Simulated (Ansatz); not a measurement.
C6H9BrSi⁻, that is Si(vinyl)3Br with one electron more. The state is a doublet with charge -1. Geometry r2SCAN-D4/def2-SVP, that of the neutral singlet; atoms count from 1.

```xyz
17

Si    0.023    0.020   -0.078
C     0.528    1.397    1.080
C     1.150    2.535    0.737
H     0.282    1.244    2.143
H     1.422    2.749   -0.303
H     1.412    3.297    1.481
C    -1.829   -0.214   -0.014
C    -2.683   -0.081   -1.039
H    -2.245   -0.488    0.969
H    -2.335    0.190   -2.044
H    -3.762   -0.236   -0.919
C     0.878   -1.567    0.415
C     1.718   -2.286   -0.343
H     0.659   -1.935    1.431
H     1.978   -1.976   -1.363
H     2.179   -3.211    0.021
Br    0.626    0.561   -2.174
```

The highest occupied level of the charge -1 doublet lies above zero (up to 2.02 eV). By energy differences it is unbound by 0.54 eV (vertical, against the charge 0 singlet, at PBE0-D4/def2-TZVPD) and held by the finite basis.

(1) Estimate the Mulliken populations from the PBE0/def2-TZVPD orbitals of Ansatz.

(2) Where does the spin sit?

(3) And the Mayer bond orders between heavy atoms (over 0.3)?

Answers

(1) 
| atom | charge (e) | spin (α − β) |
| --- | --- | --- |
| Si1 | 0.52 | 0.04 |
| C2 | -0.15 | 0.09 |
| C3 | -0.70 | 0.20 |
| H4 | 0.23 | -0.05 |
| H5 | 0.19 | -0.01 |
| H6 | 0.16 | -0.01 |
| C7 | -0.15 | 0.09 |
| C8 | -0.70 | 0.20 |
| H9 | 0.23 | -0.05 |
| H10 | 0.19 | -0.01 |
| H11 | 0.16 | -0.01 |
| C12 | -0.12 | -0.01 |
| C13 | -0.86 | 0.60 |
| H14 | 0.20 | -0.04 |
| H15 | 0.19 | -0.03 |
| H16 | 0.16 | -0.02 |
| Br17 | -0.57 | 0.02 |
Mulliken values depend strongly on the basis. With diffuse functions, as here, like atoms can get unlike values, and bond orders can come out too low or too high.

(2) Summed by element: Si 0.04, C 1.18, H -0.24, Br 0.02, of 1 unpaired in all. Largest on single atoms: C13 0.60, C8 0.20, C3 0.20.

(3) Si1–C2 1.18 (1.87 Å); Si1–C7 1.18 (1.87 Å); Si1–C12 1.23 (1.87 Å); C2–C3 1.76 (1.34 Å); C7–C8 1.76 (1.34 Å); C12–C13 1.58 (1.34 Å).
